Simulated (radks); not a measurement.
The nuclear charge of the platinum ion Pt2+ is varied continuously with 76 electrons held in [Xe] 4f14 5d8. All-electron calculation, scalar-relativistic Kohn-Sham, PBEsol, spin-polarised, spherical densities, point nucleus; open shells are filled with parallel spins first (spin-orbit coupling, left out, can overturn this in heavy ions). Program: a radial shooting solver on a logarithmic mesh with Libxc functionals. By the Hellmann-Feynman theorem dE/dZ = E(electron-nucleus)/Z, the electronic potential at the nucleus. The scalar-relativistic energy here is not variational (the density holds large components alone), so the two differ by a part that grows with Z.

Z = 77: E (hartree) -17822.2067; E(electron-nucleus)/Z (hartree) -574.282; HOMO 5d; e(HOMO) (eV) -12.635; <r> HOMO (bohr) 1.735
Z = 77.5: E (hartree) -18113.2853; E(electron-nucleus)/Z (hartree) -580.051; HOMO 5d; e(HOMO) (eV) -18.614; <r> HOMO (bohr) 1.639
Z = 78: E (hartree) -18407.3153; E(electron-nucleus)/Z (hartree) -585.834; HOMO 5d; e(HOMO) (eV) -25.184; <r> HOMO (bohr) 1.560
Z = 78.5: E (hartree) -18704.3057; E(electron-nucleus)/Z (hartree) -591.633; HOMO 5d; e(HOMO) (eV) -32.288; <r> HOMO (bohr) 1.494
Z = 79: E (hartree) -19004.2666; E(electron-nucleus)/Z (hartree) -597.451; HOMO 5d; e(HOMO) (eV) -39.884; <r> HOMO (bohr) 1.436

The central difference of E at Z = 78 is -591.020 hartree, to compare with the third column; the second derivative is -11.8 hartree.
